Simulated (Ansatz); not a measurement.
nido-B5H9 (Br for H, site b on B) (B₅H₈Br). Total charge 0; singlet. Geometry PBE-D4/def2-SVP; atoms count from 1.

Cartesian coordinates in Å:
```
B 0.2061 -0.2554 1.2349
B -0.2689 -1.2322 -0.2043
B -1.0084 0.2656 0.1528
B 0.4268 1.1908 0.1807
B -0.0478 0.2138 -1.2588
Br -2.8736 0.7557 0.4348
H 0.1864 -0.4391 2.4263
H -0.7351 -2.3325 -0.3640
H 0.6150 2.3645 0.3822
H -0.3068 0.4707 -2.4080
H 0.7842 -1.3463 0.6547
H 0.5917 -0.9906 -1.2348
H 1.1190 0.8452 -0.9432
H 1.3116 0.4898 0.9466
```

Another isomer (singlet) lies 0.02 eV lower at PBE-D4/def2-SVP; other spin states weren't run for this one.

Question: Estimate the Mulliken populations from the PBE0/def2-TZVP orbitals of Ansatz.

Answer: 
| atom | charge (e) |
| --- | --- |
| B1 | -0.30 |
| B2 | -0.30 |
| B3 | 0.29 |
| B4 | -0.30 |
| B5 | -0.30 |
| Br6 | -0.14 |
| H7 | 0.07 |
| H8 | 0.07 |
| H9 | 0.07 |
| H10 | 0.07 |
| H11 | 0.19 |
| H12 | 0.19 |
| H13 | 0.19 |
| H14 | 0.19 |
Mulliken values and Mayer orders depend strongly on the basis.

Question: And the Mayer bond orders between bonded heavy atoms (over 0.3)?

Answer: B1–B2 0.61 (1.80 Å); B1–B3 0.65 (1.71 Å); B1–B4 0.61 (1.80 Å); B2–B3 0.65 (1.71 Å); B2–B5 0.61 (1.80 Å); B3–B4 0.65 (1.71 Å); B3–B5 0.65 (1.71 Å); B3–Br6 0.93 (1.95 Å); B4–B5 0.61 (1.80 Å).
